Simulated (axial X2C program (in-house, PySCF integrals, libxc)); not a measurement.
**What spin–orbit coupling does to CoSe**

Computed with an axial X2C code built on PySCF integrals. Spin-free means the one-electron spin-free X2C Hamiltonian; two-component (2c) means X2C with spin–orbit coupling and atomic mean-field two-electron Coulomb and Gaunt terms, so the difference of the two also holds small scalar two-electron terms. Basis: Se dyall-cv3z [8s9p6d4f1g], Co dyall-cv3z [9s10p6d3f2g] (cores contracted in-house); Gaussian nuclei, density fitting, unrestricted open shells. Masses: Se 79.917 u, Co 58.933 u.

Spin-free state: M_S = 3/2, Λ = 2 (beyond evenly filled blocks: π+α, π-α, δ+α, δ+β, δ-α); fragments Se + Co.

| level | Re (Å) | ωe (cm⁻¹) | De (eV) | μ (D) |
| --- | --- | --- | --- | --- |
| PBEsol | 2.072 | 399.5 | 4.351 | 3.23 |

Dipoles are positive if Co is the positive end.

Two-component determinant lowest at the distance of the search:

Ω = 7/2 (⟨Sz⟩ = 1.50, ⟨Lz⟩ = 2.00 at PBEsol); fragments Se + Co.

```tsv
level	Re (Å)	ωe (cm⁻¹)	μ (D)
PBEsol	2.073	398.5	3.22
```

(1) From the two tables, how do the constants change at the PBEsol level (2c against spin-free)?

The state is a single determinant with fixed occupations, the lowest that a limited PBE0 search found. Dissociation energies refer to the lowest single-determinant-based atoms at the same level and basis. De is not given where an atomic determinant may have missed its ground term or J level, or where the truncated virtual space spoils (T). Density functionals use the spin component along the axis (collinear). PBE0 can misorder states that lie within some tenths of an eV, so this need not be the ground state of the molecule. The nearest other spin-free determinant of the search, M_S = 3/2, Λ = 3, lies 0.39 eV up at the distance of the search. The functionals have no current-density term, which raises determinants with orbital currents, atoms included. With several unpaired electrons one determinant need not be a pure state. A state of lower Ω lies just above, and one determinant can place such states too high, so the state shown need not be the lowest. The search has Ω = 1/2 only 0.10 eV up.

Results:

(1) At the PBEsol level Re increases by 0.001 Å and ωe falls by 1.0 cm⁻¹.
